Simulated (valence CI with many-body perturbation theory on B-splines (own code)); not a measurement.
**Eu²²⁺: calculated level list**

Level of theory: relativistic CI+MBPT: five valence electrons over a frozen Dirac-Fock core [Kr], radial functions for each j: 7 s, 7 p, 8 d, 6 f, 4 g, 1 h, with the one-electron correlation potential Σ1 (screened to all orders), the two-electron term Σ2, the three-electron term Σ3, Breit, model QED; selected single and double excitations, second order for the rest, scaled by the run's own slope (own B-spline code, finite nucleus).

No measured spectrum was set against this ion. As an estimate, terms of the open shell hold to 2 to 4 % of their energy, and close levels can change places. Among the levels kept, up to 450 cm⁻¹ of a level comes from second order outside the variational space, and about a tenth of that is noise between levels of different J, which matters for small intervals. The list stops below the first excitations out of the core.

Levels 1 to 37 of 37, with energies above the lowest level, (4d3/2^4 4d5/2) J=5/2. "Leading %" is the weight of the configuration and term that name the level; weights of strongly mixed levels are sums over their largest components and can fall short. In the jj column 3d3/2^4 stands for four electrons in 3d with j = 3/2. Lifetimes count E1, E2, E3, M1 and M2 decay at the calculated energies, and are blank where another channel may lead or the interval is too uncertain; long ones can be off by a factor of two.

```
No.  Configuration  Term     J  E (eV)  Leading %              Leading jj  Lifetime
  1            4d⁵    ⁶S   5/2   0.000         51    4d3/2^4 4d5/2 (56 %)          
  2            4d⁵    ²F   5/2   4.904         25  4d3/2^3 4d5/2^2 (46 %)    587 μs
  3            4d⁵    ⁴G   7/2   7.994         46  4d3/2^3 4d5/2^2 (94 %)   1.09 ms
  4            4d⁵    ⁴D   3/2   8.307         44  4d3/2^3 4d5/2^2 (93 %)    279 μs
  5            4d⁵    ⁴G  11/2   8.607         54  4d3/2^3 4d5/2^2 (90 %)          
  6            4d⁵    ⁴G   9/2   9.375         57  4d3/2^3 4d5/2^2 (79 %)   33.8 ms
  7            4d⁵    ⁴D   5/2   9.542         37  4d3/2^3 4d5/2^2 (64 %)    653 μs
  8            4d⁵    ⁴P   1/2  10.181         56  4d3/2^3 4d5/2^2 (71 %)   7.51 ms
  9            4d⁵    ²F   7/2  11.620         26  4d3/2^3 4d5/2^2 (76 %)   2.44 ms
 10            4d⁵    ²D   5/2  12.534         37  4d3/2^2 4d5/2^3 (53 %)    206 μs
 11            4d⁵    ⁴D   7/2  13.719         42  4d3/2^2 4d5/2^3 (81 %)    495 μs
 12            4d⁵    ²I  11/2  14.112         59  4d3/2^2 4d5/2^3 (92 %)    598 μs
 13            4d⁵    ²D   3/2  14.228         50  4d3/2^3 4d5/2^2 (55 %)    924 μs
 14            4d⁵    ²G   9/2  14.796         45  4d3/2^2 4d5/2^3 (80 %)    636 μs
 15            4d⁵    ⁴D   1/2  14.844         70  4d3/2^2 4d5/2^3 (90 %)    343 μs
 16            4d⁵    ⁴P   3/2  15.564         51  4d3/2^2 4d5/2^3 (89 %)    145 μs
 17            4d⁵    ²I  13/2  15.614         99  4d3/2^2 4d5/2^3 (99 %)   2.81 ms
 18            4d⁵    ²F   5/2  16.186         40  4d3/2^2 4d5/2^3 (84 %)    275 μs
 19            4d⁵    ²H   9/2  17.861         51  4d3/2^2 4d5/2^3 (98 %)    197 μs
 20            4d⁵    ²G   7/2  18.302         61  4d3/2^2 4d5/2^3 (97 %)    842 μs
 21            4d⁵    ⁴F   5/2  18.603         53  4d3/2^2 4d5/2^3 (88 %)    208 μs
 22            4d⁵    ²D   3/2  19.556         80  4d3/2^2 4d5/2^3 (55 %)    510 μs
 23            4d⁵    ²F   7/2  20.369         51  4d3/2^2 4d5/2^3 (78 %)    294 μs
 24            4d⁵    ²S   1/2  20.461         57  4d3/2^2 4d5/2^3 (53 %)    209 μs
 25            4d⁵    ⁴P   5/2  20.552         33    4d3/2 4d5/2^4 (77 %)   90.2 μs
 26            4d⁵    ²G   9/2  22.175         57  4d3/2^2 4d5/2^3 (70 %)    431 μs
 27            4d⁵    ⁴F   7/2  22.678         37    4d3/2 4d5/2^4 (94 %)    132 μs
 28            4d⁵    ²H  11/2  23.461         63    4d3/2 4d5/2^4 (96 %)          
 29            4d⁵    ²D   3/2  24.058         58    4d3/2 4d5/2^4 (78 %)   98.8 μs
 30            4d⁵    ²D   5/2  25.557         65    4d3/2 4d5/2^4 (74 %)    129 μs
 31            4d⁵    ²G   9/2  26.007         82    4d3/2 4d5/2^4 (67 %)    203 μs
 32            4d⁵    ²D   5/2  26.932         57  4d3/2^2 4d5/2^3 (48 %)    168 μs
 33            4d⁵    ²P   3/2  27.184         79  4d3/2^2 4d5/2^3 (85 %)    338 μs
 34            4d⁵    ²G   7/2  27.621         71    4d3/2 4d5/2^4 (84 %)    178 μs
 35            4d⁵    ²P   1/2  30.663         77    4d3/2 4d5/2^4 (69 %)    154 μs
 36            4d⁵    ²D   5/2  33.766         75          4d5/2^5 (55 %)   63.9 μs
 37            4d⁵    ²D   3/2  34.387         78    4d3/2 4d5/2^4 (84 %)   93.1 μs
```

The ionisation energy to 4d⁴ ³P0 of the next ion comes out as 709.59 eV (NIST: 709 ± 4 eV (theoretical)). All 37 levels together are meant to be complete up to 90.415 eV.
